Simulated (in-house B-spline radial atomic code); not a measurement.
# Ag²⁺: [He] 2s2 (2p1/2)2 (2p3/2)3 3s2 (3p1/2)1 (3p3/2)4 3d10 4s2 4p6 4d10 5s1 (with a hole in an inner shell)

All numbers are computed (Dirac-Hartree-Fock, average of the jj configuration; Fermi nucleus of rms radius 4.5454 fm) with an all-electron radial atomic-structure program (B-spline basis), not measured.

Z_r = [3n² - l(l+1)]/(2<r>); Z_e = n√(-2ε); the last column is Slater's effective charge. Values are occupation-weighted means over j. An effective charge above Z reflects the relativistic contraction of the inner shells.

```json
{"shell": "1s", "electrons": "2", "ε (eV)": "-25905", "<r> (bohr)": "0.03108", "Z_r": "48.27", "Z_e": "43.63", "Slater": "46.70"}
{"shell": "2s", "electrons": "2", "ε (eV)": "-4014.6", "<r> (bohr)": "0.1334", "Z_r": "44.96", "Z_e": "34.36", "Slater": "43.20"}
{"shell": "2p", "electrons": "5", "ε (eV)": "-3649.2", "<r> (bohr)": "0.1167", "Z_r": "42.85", "Z_e": "32.75", "Slater": "43.20"}
{"shell": "3s", "electrons": "2", "ε (eV)": "-821.28", "<r> (bohr)": "0.3589", "Z_r": "37.61", "Z_e": "23.31", "Slater": "36.95"}
{"shell": "3p", "electrons": "5", "ε (eV)": "-686.47", "<r> (bohr)": "0.3573", "Z_r": "34.99", "Z_e": "21.31", "Slater": "36.95"}
{"shell": "3d", "electrons": "10", "ε (eV)": "-478.67", "<r> (bohr)": "0.3302", "Z_r": "31.80", "Z_e": "17.79", "Slater": "27.85"}
{"shell": "4s", "electrons": "2", "ε (eV)": "-155.11", "<r> (bohr)": "0.8777", "Z_r": "27.35", "Z_e": "13.51", "Slater": "21.10"}
{"shell": "4p", "electrons": "6", "ε (eV)": "-111.61", "<r> (bohr)": "0.9467", "Z_r": "24.30", "Z_e": "11.46", "Slater": "21.10"}
{"shell": "4d", "electrons": "10", "ε (eV)": "-45.833", "<r> (bohr)": "1.158", "Z_r": "18.14", "Z_e": "7.34", "Slater": "9.85"}
{"shell": "5s", "electrons": "1", "ε (eV)": "-25.977", "<r> (bohr)": "2.485", "Z_r": "15.09", "Z_e": "6.91", "Slater": "5.70"}
```

The least bound orbital is 5s1/2 at -25.98 eV, and it is also the most diffuse (<r> = 2.485 bohr). The part-filled 2p shell lies below the filled 4d shell in orbital energy.

For the 1s electron the small component carries 2.97 % of the norm, the zero-frequency Breit interaction raises the level by 54.12 eV, self-energy by 31.06 eV, and vacuum polarisation lowers it by 3.898 eV.
